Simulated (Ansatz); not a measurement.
`[CH3][Ge]([OH])[Cl]` radical at its PBE0-D4/def2-TZVP geometry, where that method's forces vanish. Total charge 0; spin multiplicity 2.

```xyz
8

C     0.8670   -0.5874    0.6718
Ge   -0.3486   -0.2065   -0.8158
O    -0.3111    1.5642   -0.9898
Cl   -2.3819   -0.7445   -0.2268
H     1.8726   -0.2638    0.4043
H     0.5089   -0.0216    1.5337
H     0.8607   -1.6536    0.8918
H    -1.0676    1.9132   -1.4691
```

Q: What forces (eV/Å) does ωB97M-V/def2-TZVPP give on these atoms in Ansatz 0.2.0? (Best estimate.)

A: The calculation gave: 
```
C1   0.010  0.011  0.033
Ge2  0.062 -0.084 -0.019
O3  -0.059  0.049 -0.015
Cl4 -0.014  0.010  0.020
H5  -0.078 -0.029  0.032
H6   0.034 -0.049 -0.065
H7   0.006  0.084 -0.010
H8   0.039  0.008  0.024
```
